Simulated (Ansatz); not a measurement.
Li7H7⁺. Charge 1, multiplicity 2. Geometry PBE-D4/def2-TZVP, that of the neutral singlet; atoms count from 1.

Cartesian coordinates in Å:
```
Li -0.602 2.305 -0.241
Li -0.485 -2.103 0.061
Li 1.692 1.287 -0.280
Li 0.532 0.333 1.677
Li -2.125 -0.154 0.318
Li -1.009 0.357 -1.807
Li 2.213 -1.801 0.330
H 0.604 2.010 1.017
H -1.543 -1.188 -1.081
H 0.447 1.416 -1.562
H 1.037 -2.932 0.002
H 2.114 -0.131 0.710
H -2.039 1.371 -0.564
H -0.836 -0.770 1.420
```

The structure comes from a short search, and lower isomers may exist.

(1) Estimate the Mulliken populations from the PBE0/def2-TZVP orbitals of Ansatz.

(2) Where does the spin sit?

## Answers

(1) 
```tsv
atom	charge (e)	spin (α − β)
Li1	0.45	-0.02
Li2	0.58	-0.01
Li3	0.59	-0.01
Li4	0.65	0.00
Li5	0.48	0.00
Li6	0.65	-0.03
Li7	0.69	0.00
H8	-0.41	0.15
H9	-0.43	0.13
H10	-0.39	0.22
H11	-0.35	0.31
H12	-0.60	0.05
H13	-0.40	0.21
H14	-0.51	0.00
```
Mulliken values and Mayer orders depend strongly on the basis.

(2) Summed by element: Li -0.07, H 1.07, of 1 unpaired in all. Largest on single atoms: H11 0.31, H10 0.22, H13 0.21.
